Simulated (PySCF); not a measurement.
**Sn+ (tin, charge +1) across methods**

[Kr] 4d10 5s2 5p1, 2P determinant. All numbers are calculated (PySCF 2.14, scalar relativity through the core potential, in aug-cc-pwCVDZ-PP with ECP28MDF (6s5p4d1f, 48 functions)).

```tsv
method	E (hartree)	mean ε 5s α (eV)	mean ε 5s β (eV)	mean ε 5p α (eV)	Σ⟨r²⟩ (bohr²)	⟨S²⟩
TPSS	-213.8914	-18.142	-17.329	-10.693	42.81	0.752
PBE	-213.9785	-18.135	-17.477	-10.621	42.87	0.752
LDA	-213.6334	-18.470	-17.900	-10.680	42.77	0.751
B3LYP	-214.0562	-19.136	-18.382	-11.369	42.92	0.752
r2SCAN	-214.0540	-18.464	-17.643	-10.952	42.69	0.754
PBE0	-213.9861	-19.298	-18.338	-11.619	42.85	0.753
B97-3	-214.0360	-19.203	-18.294	-11.486	42.93	0.752
LC-wPBE	-214.0020	-22.210	-20.915	-14.185	42.65	0.755
UHF	-213.08377	-21.912	-19.904	-14.014	43.59	0.760
```

Energies and moments cover only the electrons outside the core potential.
